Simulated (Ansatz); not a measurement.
Ansatz (a first-principles code) input (CCSD(T)/def2-SVP):

Ansatz 0.2 input:
```yaml
crystal:
  periodic: [false, false, false]
  atoms:
    - {symbol: Cu, position_ang: [-0.32601261, -0.14402152, -0.24774018]}
    - {symbol: O, position_ang: [1.05650955, 0.35830251, 0.78178674]}
    - {symbol: H, position_ang: [1.00228917, 1.31020413, 0.93017126]}
basis:
  gaussian:
    orbitals: def2-SVP
magnetization: {spin_polarized: false}
correlation: {method: ccsd_t, electrons: outside_noble_gas}
```

End of the output:

```
cycle   5  -12.86294899 eV  change    2.8e-2 eV  update   1.9e-2
cycle   6  -12.87372643 eV  change   -1.1e-2 eV  update   1.1e-2
cycle   7  -12.88143736 eV  change   -7.7e-3 eV  update   4.6e-3
cycle   8  -12.88333275 eV  change   -1.9e-3 eV  update   2.1e-3
cycle   9  -12.88383742 eV  change   -5.0e-4 eV  update   9.6e-4
cycle  10  -12.88472188 eV  change   -8.8e-4 eV  update   3.6e-4
cycle  11  -12.88415750 eV  change    5.6e-4 eV  update   1.5e-4
cycle  12  -12.88414981 eV  change    7.7e-6 eV  update   8.2e-5
cycle  13  -12.88422759 eV  change   -7.8e-5 eV  update   4.8e-5
cycle  14  -12.88416680 eV  change    6.1e-5 eV  update   3.7e-5
cycle  15  -12.88420124 eV  change   -3.4e-5 eV  update   2.6e-5
cycle  16  -12.88421806 eV  change   -1.7e-5 eV  update   1.4e-5
coupled cluster: 0.07 GiB planned
perturbative correction -0.43576899 eV, -0.0160142150 hartree
Total energy: -46655.10833689 eV, -1714.5436074125 hartree
```
